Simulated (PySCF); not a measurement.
AlCl2HSe, SMILES [Cl][Al]([Cl])[SeH].

Coordinates come from a B3LYP-D3(BJ)/def2-SVP optimisation. The structure was generated by enumeration; whether it is a known compound was not checked. One conformer was computed; it need not be the lowest.

Two levels are set side by side: PBE/def2-TZVP (PySCF) and B3LYP/def2-TZVP (PySCF). Same geometry, gas phase. Differences are taken from unrounded values.

| quantity | B3LYP | PBE | PBE minus B3LYP |
|---|---|---|---|
| orbital gap (eV) | 6.11 | 4.65 | -1.46 |
| highest occupied level (eV) | -7.57 | -6.69 | 0.88 |
| lowest empty level (eV) | -1.45 | -2.03 | -0.58 |
| dipole moment (D) | 1.11 | 1.13 | 0.02 |
| mean polarisability (bohr³) | 74.1 | 76.5 | 2.4 |

PBE's occupied levels lie high since its potential decays too fast outside the molecule; exact exchange lowers them and widens the gap. PBE's more diffuse valence density responds more strongly to a field. Differences between two approximate levels are no errors against the true value.

Rough cost on one machine, each run with all the roots and properties that it gave: B3LYP against PBE within a factor of 2.
